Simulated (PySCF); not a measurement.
These 2 structures share the formula C4H7FSe. Computed with PBE0-D3(BJ)/def2-SVP geometry optimisation, gas phase in PySCF 2.14.0. Energies are electronic, without zero-point or thermal terms, for one conformer each. No frequencies were run at this level. Point groups hold within 0.08 Å.

Question: Rank from lowest to highest electronic energy at this level (kJ/mol).
A. `[CH2:1]=[C:2]([CH3:3])[Se:4][CH2:5][F:6]` with C1–C2–Se4–C5 -25°, C2–Se4–C5–F6 77°
B. `[CH3:1][Se:2]/[C:3]([CH3:4])=[CH:5]/[F:6]` with C1–Se2–C3–C4 -179°

Answer: B (0.0), A (14.9).

```tsv
SMILES	E (Eh)	E rel (kJ/mol)	dipole (D)	point group	A, B, C (MHz)
C[Se]/C(C)=C/F	-2656.95902	0.0	1.34	near Cs	4123, 1402, 1060
C=C(C)[Se]CF	-2656.95336	14.9	1.62	C1	3499, 1807, 1259
```

Q: As an exercise, what shares would exp(−E/RT) give at 2000 K from these electronic energies alone (no entropy, no degeneracies)?

A: RT = 16.629 kJ/mol: C[Se]/C(C)=C/F 71.0 %, C=C(C)[Se]CF 29.0 %.
